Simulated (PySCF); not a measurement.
## Computed spin Hamiltonian

Species: C7H12N (doublet state).
Numbering: `[H]/[C:1]=[C:2](/[CH2:3][NH2:4])[CH2:5][CH2:6][CH:7]=[CH2:8]` (hydrogens: H9 on C1; H10, H11 on C3; H12, H13 on N4; H14, H15 on C5; H16, H17 on C6; H18 on C7; H19, H20 on C8)

Geometry (GFN2-xTB, Å), atoms numbered from 1 in this order:
```xyz
20
C7H12N angstrom
C      1.774   -1.429    1.324
C      1.385   -0.754    0.290
C      2.276    0.267   -0.388
N      1.823    1.621   -0.080
C     -0.007   -0.912   -0.320
C     -0.923    0.247    0.087
C     -2.267    0.103   -0.550
C     -3.406    0.030    0.113
H      1.391   -2.174    1.980
H      2.213    0.139   -1.473
H      3.317    0.082   -0.079
H      2.419    2.300   -0.542
H      1.887    1.781    0.920
H     -0.444   -1.855    0.012
H      0.094   -0.939   -1.407
H     -1.025    0.266    1.173
H     -0.456    1.182   -0.233
H     -2.263    0.049   -1.631
H     -3.439    0.079    1.189
H     -4.355   -0.073   -0.387
```

The hyperfine couplings belong to this conformer and change with its torsions.

Method: UKS B3LYP, pcH-1 on C H N, non-relativistic, mean-field spin-orbit, GIAO in PySCF 2.14.0. Geometry: GFN2-xTB, one conformer, isolated molecule. Couplings are sensitive to structure, and on GFN2-xTB geometries they can be far from those on DFT ones. The SCF solution wasn't tested for stability.

```
g1, g2, g3                      : 2.00179, 2.00223, 2.00258
g_iso                           : 2.00220
Form of g                       : rhombic: the two nearest values differ by 44 % of g3 − g1
⟨S²⟩                            : 0.7586 (exact 0.7500)
α and β electrons               : 31, 30
HOMO–LUMO gap, α and β orbitals : 6.39, 4.45 eV
Basis functions                 : 320
```

Isotropic coupling and dipolar principal values T1 to T3, in G (MHz turned into gauss with g_iso; 10 G = 1 mT):

| atom | isotope | a_iso | T1 | T2 | T3 | Mulliken spin population |
| --- | --- | --- | --- | --- | --- | --- |
| C1 | 13C | 107.2 | -29.0 | -21.3 | 50.3 | 1.04 |
| C2 | 13C | -5.2 | -7.0 | 0.8 | 6.2 | -0.17 |
| C3 | 13C | 20.0 | -1.7 | -1.6 | 3.3 | 0.04 |
| N4 | 14N | -1.0 | -0.1 | 0.0 | 0.1 | 0.00 |
| C5 | 13C | 24.6 | -2.9 | -2.6 | 5.5 | 0.07 |
| C6 | 13C | -2.0 | -0.2 | -0.1 | 0.2 | 0.00 |
| C7 | 13C | 1.3 | -0.2 | -0.1 | 0.3 | 0.00 |
| C8 | 13C | 0.3 | -0.1 | 0.0 | 0.2 | 0.00 |
| H9 | 1H | 15.6 | -11.5 | -2.5 | 14.0 | 0.01 |
| H10 | 1H | -0.5 | -1.0 | -0.7 | 1.7 | 0.00 |
| H11 | 1H | -1.3 | -2.3 | -0.8 | 3.2 | 0.00 |
| H12 | 1H | 0.6 | -0.4 | -0.3 | 0.7 | 0.00 |
| H13 | 1H | 0.4 | -0.8 | -0.7 | 1.5 | 0.00 |
| H14 | 1H | -1.4 | -2.2 | -0.6 | 2.8 | 0.00 |
| H15 | 1H | 2.8 | -1.5 | -0.4 | 1.9 | 0.00 |
| H16 | 1H | 0.4 | -0.7 | -0.6 | 1.2 | 0.00 |
| H17 | 1H | 0.2 | -0.5 | -0.3 | 0.8 | 0.00 |
| H18 | 1H | 0.0 | -0.3 | -0.2 | 0.5 | 0.00 |
| H19 | 1H | -0.1 | -0.2 | -0.1 | 0.3 | 0.00 |
| H20 | 1H | 0.0 | -0.1 | -0.1 | 0.2 | 0.00 |

The Mulliken spin populations are largest on C1 (+1.04), C2 (-0.17) and C5 (+0.07). No atom but C1 exceeds +0.15. The positive populations add up to 1.18 and the negative ones to -0.18, together 2S = 1.

Axes: g1 points within 8° of the C1–H9 bond and g2 points within 5° of the C2–C5 bond.

Under fast tumbling the dipolar parts average out, and these isotropic splittings remain: 1 × 1H (H9, I = 1/2, 2 lines) with 1.56 mT, 1 × 14N (N4, I = 1, 3 lines) with 0.10 mT, 2 × 1H (H10/H11, I = 1/2, 3 lines) with 0.09 mT, 2 × 1H (H14/H15, I = 1/2, 3 lines) with 0.07 mT and 2 × 1H (H12/H13, I = 1/2, 3 lines) with 0.05 mT.

Class means assume fast exchange of nuclei equivalent by connectivity; if that motion is slow, each nucleus keeps its own coupling. The 1H value of +1.9 MHz is a mean of couplings from -3.9 to 7.7 MHz in this one geometry, not an average over conformers.

The 13C coupling of C1 (300.3 MHz) shows only in satellite lines or after enrichment, since that isotope makes up about 1.07 % of natural carbon.

Hardware: an Arm Neoverse V1 with one thread, no GPU, shared host with 32 logical CPUs at a one-minute load of 26. Cost: 1.8 min of wall time (with the writing of density and orbital grids), 1.1 GiB resident at most.
